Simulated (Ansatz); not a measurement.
Level of theory: PBE0-D3(BJ)/def2-TZVP in Ansatz (a quantum-chemistry and plane-wave program). No frequencies were computed at this level.

Ansatz 0.2 input:
```yaml
crystal:
  periodic: [false, false, false]
  atoms:
    - { symbol: S, position_ang: [-1.518471, -1.025358, 0.209697] }
    - { symbol: B, position_ang: [0.117806, -0.331637, -0.1017] }
    - { symbol: S, position_ang: [0.456399, 1.436972, -0.289611] }
    - { symbol: S, position_ang: [1.488123, -1.49359, -0.230519] }
    - { symbol: H, position_ang: [-2.216592, 0.108246, 0.232171] }
    - { symbol: H, position_ang: [-0.776089, 1.908131, -0.129681] }
    - { symbol: H, position_ang: [2.448822, -0.602764, -0.450305] }
basis:
  gaussian: { orbitals: def2-tzvp }
hamiltonian:
  xc: pbe0
  dispersion: d3bj
relax:
  max_steps: 150
```

Output:

```
Functional definition: PBE0
1114 factors; their error is unknown
mean field evaluation 1: about -33221.1541 eV, gradient 2.3e1 eV
mean field evaluation 2: about -33220.6086 eV, gradient 2.7e1 eV
mean field evaluation 4: about -33222.6310 eV, gradient 7.8e-1 eV
mean field evaluation 8: about -33222.6999 eV, gradient 1.6e-1 eV
mean field evaluation 16: about -33222.6999 eV, gradient 3.5e-5 eV
mean field -33222.69993262 eV, -1220.9117033691 hartree, gradient 3.5e-5 eV, S^2 0.000000; 0 other end points of the search recorded, 0 dependent functions left out
reference -33222.69995786 eV, -1220.9117042965 hartree; 28, 28 occupied and 132, 132 virtual orbitals, 1114 factors
relax step   1: F+E_penalty+E_count = -33222.89716862 eV  Δ(F+E_penalty+E_count) = +0.000e0 eV  max|allowed force component| = 4.214e-1 eV/Å  Δτ_max = 0.0000 Å  (25 SCF iters, accepted)
these checks for a lower state are left out or cut short: starts, cluster_reference, orbital_swaps, neighbouring_geometries, increment
1114 factors; their error is unknown
mean field -33222.71069172 eV, -1220.9120987586 hartree, gradient 9.1e-6 eV, S^2 0.000000; 0 other end points of the search recorded, 0 dependent functions left out
reference -33222.71071700 eV, -1220.9120996876 hartree; 28, 28 occupied and 132, 132 virtual orbitals, 1114 factors
relax step   2: F+E_penalty+E_count = -33222.90815209 eV  Δ(F+E_penalty+E_count) = -1.098e-2 eV  max|allowed force component| = 1.644e-1 eV/Å  Δτ_max = 0.0197 Å  (29 SCF iters, accepted)
these checks for a lower state are left out or cut short: starts, cluster_reference, orbital_swaps, neighbouring_geometries, increment
1114 factors; their error is unknown
mean field -33222.71253211 eV, -1220.9121663916 hartree, gradient 8.9e-6 eV, S^2 0.000000; 0 other end points of the search recorded, 0 dependent functions left out
reference -33222.71255740 eV, -1220.9121673212 hartree; 28, 28 occupied and 132, 132 virtual orbitals, 1114 factors
relax step   3: F+E_penalty+E_count = -33222.90984804 eV  Δ(F+E_penalty+E_count) = -1.696e-3 eV  max|allowed force component| = 5.998e-2 eV/Å  Δτ_max = 0.0125 Å  (30 SCF iters, accepted)
these checks for a lower state are left out or cut short: starts, cluster_reference, orbital_swaps, neighbouring_geometries, increment
1114 factors; their error is unknown
mean field evaluation 32: about -33222.6439 eV, gradient 4.4e-3 eV
mean field -33222.71168580 eV, -1220.9121352905 hartree, gradient 9.3e-6 eV, S^2 0.000000; 0 other end points of the search recorded, 0 dependent functions left out
reference -33222.71171111 eV, -1220.9121362204 hartree; 28, 28 occupied and 132, 132 virtual orbitals, 1114 factors
relax step   4: F+E_penalty+E_count = -33222.90895916 eV  Δ(F+E_penalty+E_count) = +8.889e-4 eV  max|allowed force component| = 1.072e-1 eV/Å  Δτ_max = 0.0211 Å  (29 SCF iters, rejected (line search))
these checks for a lower state are left out or cut short: starts, cluster_reference, orbital_swaps, neighbouring_geometries, increment
1114 factors; their error is unknown
mean field -33222.71271921 eV, -1220.9121732674 hartree, gradient 8.9e-6 eV, S^2 0.000000; 0 other end points of the search recorded, 0 dependent functions left out
reference -33222.71274451 eV, -1220.9121741971 hartree; 28, 28 occupied and 132, 132 virtual orbitals, 1114 factors
relax step   5: F+E_penalty+E_count = -33222.90995921 eV  Δ(F+E_penalty+E_count) = -1.112e-4 eV  max|allowed force component| = 1.405e-2 eV/Å  Δτ_max = 0.0106 Å  (29 SCF iters, accepted)
these checks for a lower state are left out or cut short: starts, cluster_reference, orbital_swaps, neighbouring_geometries, increment
1114 factors; their error is unknown
mean field -33222.71272805 eV, -1220.9121735923 hartree, gradient 1.4e-5 eV, S^2 0.000000; 0 other end points of the search recorded, 0 dependent functions left out
reference -33222.71275335 eV, -1220.9121745220 hartree; 28, 28 occupied and 132, 132 virtual orbitals, 1114 factors
relax step   6: F+E_penalty+E_count = -33222.91003122 eV  Δ(F+E_penalty+E_count) = -7.201e-5 eV  max|allowed force component| = 8.293e-4 eV/Å  Δτ_max = 0.0067 Å  (22 SCF iters, accepted)
1114 factors; their error is unknown
mean field evaluation 64: about -33222.7127 eV, gradient 2.4e-3 eV
mean field -33222.71272805 eV, -1220.9121735923 hartree, gradient 1.4e-5 eV, S^2 0.000000; 1 other end points of the search recorded, 0 dependent functions left out
reference -33222.71275335 eV, -1220.9121745220 hartree; 28, 28 occupied and 132, 132 virtual orbitals, 1114 factors
Total energy: -33222.91005652 eV, -1220.9194252799 hartree
Atom 0 at    -1.509333    -1.043222     0.208793 Å, force     0.000182     0.000435     0.000083 eV/Å
Atom 1 at     0.110627    -0.314910    -0.102317 Å, force    -0.000699    -0.000374     0.000127 eV/Å
Atom 2 at     0.471645     1.439491    -0.292245 Å, force    -0.000412     0.000229     0.000248 eV/Å
Atom 3 at     1.470444    -1.496801    -0.227736 Å, force    -0.000332     0.000757     0.000055 eV/Å
Atom 4 at    -2.216393     0.096267     0.234410 Å, force     0.000788     0.000247    -0.000311 eV/Å
Atom 5 at    -0.771847     1.918616    -0.131677 Å, force    -0.000098    -0.000829     0.000011 eV/Å
Atom 6 at     2.444855    -0.599441    -0.449177 Å, force     0.000570    -0.000465    -0.000213 eV/Å
Dipole moment:    -0.129482     0.319905    -0.003640 e Å
```

Cost: roughly 30 core-seconds.
